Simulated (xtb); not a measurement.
Diatomic NbN, multiplicity 3 (lowest of 2S+1 = 1, 3, 5, 7, 9 at CCSD(T)/def2-TZVPP on PBE0 minima; our sources give no spin for the ground state, which may be another). No spin–orbit coupling. The T1 diagnostic near the minimum is 0.056, so single-reference values are doubtful.

Constants: fifth-degree fit in 1/R to seven points, most abundant isotopes. Runs in def2 and cc sets follow the lowest solution found near the PBE0 minimum.

The values were computed with xtb for the GFN methods.  The GFN methods have no spin term and hold the electronic entropy of 300 K.

Energies at GFN1-xTB:

```tsv
R (Å)	E (hartree)
1.524347	-4.84226067
1.565324	-4.87335137
1.603023	-4.89291020
1.645640	-4.90693999
1.688256	-4.91439077
1.737428	-4.91692150
1.794796	-4.91404851
```

Question: With a reduced mass of 12.1689 u, find the minimum, the force constant and the constants.

Answer: A fifth-degree polynomial in 1/R puts the minimum at r_e = 1.7365 Å with force constant 845 N/m. Then ω_e = (1/2πc)√(k/μ) = 1085 cm⁻¹ and B_e = h/(8π²cμr_e²) = 0.4594 cm⁻¹; the cubic and quartic terms give α_e = 0.0036 and ω_e x_e = 7.3 cm⁻¹.
